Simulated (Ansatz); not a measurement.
Si4S4, relaxed as a singlet with RKS PBE-D4/def2-SVP in Ansatz, starting from the GFN1-xTB geometry. Force threshold 0.02 eV/Å.

Another isomer (singlet) lies 0.64 eV lower at PBE0-D4/def2-TZVP; other spin states weren't run for this one.

Start:

```xyz
8

Si    1.467   -2.371    0.659
Si    0.642    0.392   -1.504
Si   -1.482   -0.636   -0.474
Si   -0.760    2.571    1.000
S     0.721    2.270   -0.485
S    -2.086    0.923    0.858
S    -0.650   -2.254    0.650
S     2.148   -0.897   -0.703
```

Question: Estimate the energy that the relaxation releases and the steps that it takes.

Answer: 73.9 kJ/mol, in 25 steps; 22 s on 4 threads of Intel Xeon 6975P-C on a shared host. The force fell under the threshold at step 7, but the optimiser went on and released 0.353 eV more. No frequencies were taken in this run, so the end may be a saddle point.

Question: Does the start keep its bonding and symmetry?

Answer: By distances, no bond broke or formed. The bond that changes most is Si2–Si3, from 2.57 to 2.34 Å (atoms count from 1). Point group C2v at the start, Cs at the end, both within 0.05 Å.

Question: Predict the relaxed structure.

Answer: 
Cartesian coordinates in Å:
```
Si 1.433 -2.728 0.331
Si 0.634 0.398 -1.637
Si -0.846 -0.379 0.001
Si -1.073 2.816 0.715
S 0.699 2.322 -0.409
S -2.257 0.896 0.927
S -0.768 -2.364 0.727
S 2.178 -0.962 -0.654
```
Bond lengths: 8 × S–Si 2.11 to 2.28 Å; 1 × Si–Si 2.34 Å.
